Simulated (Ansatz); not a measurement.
`B[CH2][AlH][OH]`, relaxed with RKS PBE-D4/def2-SVP in Ansatz from a rough embedded geometry. The force threshold is 0.03 eV/Å; the program also tests the step.

Total charge 0; spin multiplicity 1.

Start:

```xyz
10

B    -0.400   -1.520    0.481
C    -0.777   -0.370   -0.447
Al    0.716    0.902   -0.504
O     1.343    1.800    1.067
H    -1.054   -1.803    1.475
H     0.535   -2.287    0.246
H    -1.663    0.165   -0.046
H    -0.958   -0.719   -1.442
H     1.477    1.271   -1.921
H     0.780    2.561    1.089
```

(1) By how much does the energy fall, and how many steps does the optimiser take? (Best estimate.)

(2) Which bonds change most? (Best estimate.)

(3) Give the relaxed structure. (Estimate.)

Answers

(1) The calculation gave: 0.84 eV, in 13 steps, 1 of them rejected.

(2) Computed: Al3–O4 from 1.915 to 1.720 Å; Al3–H9 from 1.650 to 1.595 Å; C2–H8 from 1.070 to 1.111 Å; C2–Al3 from 1.962 to 1.989 Å.

(3) The calculation gave: 
```xyz
10

B    -0.328   -1.560    0.390
C    -0.925   -0.435   -0.437
Al    0.605    0.834   -0.364
O     0.540    1.982    0.916
H    -0.486   -1.600    1.600
H     0.415   -2.383   -0.124
H    -1.756    0.157   -0.004
H    -1.011   -0.591   -1.534
H     1.757    0.900   -1.466
H     1.189    2.695    1.023
```
